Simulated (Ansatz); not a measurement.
Ideal-gas functions of C₃H₂F₄, SMILES `FC1(F)CC1(F)F` at 800 K and 1 bar, from an Ansatz frequency run at PBE0-D4/def2-TZVP.

Molar mass 114.04 g/mol, point group C2v (symmetry number 2), electronic degeneracy 1, moments of inertia 130.588, 199.482, 255.335 u Å². Harmonic wavenumbers (cm⁻¹, unscaled): 173, 193, 296, 430, 441, 476, 495, 640, 794, 851, 878, 929, 1041, 1104, 1244, 1293, 1318, 1386, 1564, 3157, 3261.

Use S(trans) = R[1.5 ln M + 2.5 ln T − 1.1517]; rotational temperatures θ = 24.2544 K / I; S(rot) = R[ln(√π/σ · √(T³/θAθBθC)) + 1.5]; for each mode x = 1.438777 ν̃/T, S = R[x/(eˣ − 1) − ln(1 − e⁻ˣ)] and H = RT x/(eˣ − 1); 1 cm⁻¹ = 0.0119627 kJ/mol; R = 8.31446 J/(mol·K).

Q: By hand: the entropy, in J/(mol·K).

A: Translation 188.4. Rotation: θ = 0.1857, 0.1216, 0.095 K, giving 120.4. Vibration, mode by mode: 18.06, 17.15, 13.65, 10.66, 10.46, 9.86, 9.55, 7.59, 6.02, 5.54, 5.33, 4.95, 4.22, 3.86, 3.16, 2.95, 2.85, 2.59, 2.01, 0.19, 0.16, in all 140.8. Electronic 0.0. Sum 449.6 J/(mol·K).

Q: By hand: H − E and G − E in kJ/mol, counted from the electronic energy.

A: Zero-point energy ½ × 21964 × 0.0119627 = 131.4; thermal vibration 60.4; translation, rotation and pV give 4 RT = 26.6. H − E = 218.4 kJ/mol, and G − E = 218.4 − 800 × 449.6/1000 = -141.3 kJ/mol.

Vibration gives 31 % of the entropy.
